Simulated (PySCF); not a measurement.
C6H3F3.
SMILES with atom numbers: `[F:1][c:2]1[cH:3][cH:4][cH:5][c:6]([F:7])[c:8]1[F:9]`

NICS is the negative of the GIAO shielding at a point without a nucleus: at the ring centre (0) and 1 Å above and below it (1); zz is the component along the ring normal. Level: GIAO B97-2/pcSseg-2 (PySCF, non-relativistic, gas phase) on the PBE0-D3(BJ)/def2-TZVP geometry, one conformer.

Ring bond lengths (Å): C2–C3 1.381, C3–C4 1.386, C4–C5 1.386, C5–C6 1.380, C6–C8 1.386, C8–C2 1.386.

**Question.** Give the NICS values of each ring in ppm.

**Answer.** 
| ring | type | NICS(0) | NICS(1), two faces | NICS(1)zz, two faces | rms pucker (Å) | centre to ring atoms, mean (Å) |
| --- | --- | --- | --- | --- | --- | --- |
| C2–C3–C4–C5–C6–C8 | 6-membered carbocycle; formal bonds all aromatic | -13.4 | -10.4 / -10.4 | -26.5 / -26.6 | 0.00 | 1.38 |

**Question.** What can be read from them?

**Answer.** 
- C2–C3–C4–C5–C6–C8: mean NICS(1)zz -26.5 ppm, shielded, aromatic by this magnetic criterion (flat ring, no four-coordinate atom).

**Question.** What does the geometric index give? HOMA takes Krygowski's 1993 parameters.

**Answer.** 
- C2–C3–C4–C5–C6–C8: HOMA 0.99 = 1 − EN − GEO, with mean bond length 1.384 Å, EN = α(Ropt − mean)² = 0.004 and GEO = α × variance = 0.002. The geometric and the magnetic index point the same way.

**Question.** Give the inner angles of the rings.

**Answer.** 
- C2–C3–C4–C5–C6–C8: C2 121.1°, C3 119.1°, C4 120.8°, C5 119.1°, C6 121.1°, C8 118.8°; sum 720.0° against 720° for a flat convex ring.

**Question.** What are the shieldings of the ring atoms and their hydrogens in the same run (means over atoms taken as equivalent)?

**Answer.** 
| atoms | environment | σ isotropic (ppm) | principal values of the symmetric part, first atom (ppm) |
| --- | --- | --- | --- |
| C2 (×2) | aromatic C–F carbon | 23.1 | -39.4, 20.4, 88.3 |
| C3 (×2) | aromatic CH carbon | 67.7 | -16.3, 54.4, 164.9 |
| C4 | aromatic CH carbon | 56.5 | -49.9, 40.2, 179.1 |
| C8 | aromatic C–F carbon | 35.4 | -2.9, 13.5, 95.6 |
| H on C3 (×2) | aromatic hydrogen | 24.54 | 21.3, 24.8, 27.5 |
| H on C4 | aromatic hydrogen | 24.43 | 21.0, 25.1, 27.2 |

**Question.** How do the values depend on the level or the medium?

**Answer.** 
```json
{"level": "B97-2/pcSseg-2, gas", "NICS(0), C2–C3–C4–C5–C6–C8": "-13.4", "mean NICS(1)zz, C2–C3–C4–C5–C6–C8": "-26.5"}
{"level": "KT3/pcSseg-2, gas", "NICS(0), C2–C3–C4–C5–C6–C8": "-13.1", "mean NICS(1)zz, C2–C3–C4–C5–C6–C8": "-25.5"}
{"level": "PBE0/pcSseg-2, gas", "NICS(0), C2–C3–C4–C5–C6–C8": "-13.3", "mean NICS(1)zz, C2–C3–C4–C5–C6–C8": "-26.7"}
{"level": "wB97X-D/pcSseg-2, gas", "NICS(0), C2–C3–C4–C5–C6–C8": "-13.3", "mean NICS(1)zz, C2–C3–C4–C5–C6–C8": "-26.8"}
{"level": "WP04/pcSseg-2, IEF-PCM chloroform", "NICS(0), C2–C3–C4–C5–C6–C8": "-13.8", "mean NICS(1)zz, C2–C3–C4–C5–C6–C8": "-26.1"}
{"level": "wB97X-D/pcSseg-2, IEF-PCM chloroform", "NICS(0), C2–C3–C4–C5–C6–C8": "-13.3", "mean NICS(1)zz, C2–C3–C4–C5–C6–C8": "-26.9"}
```

The geometry is the same throughout; the continuum's cavity takes Bondi-type radii × 1.2.
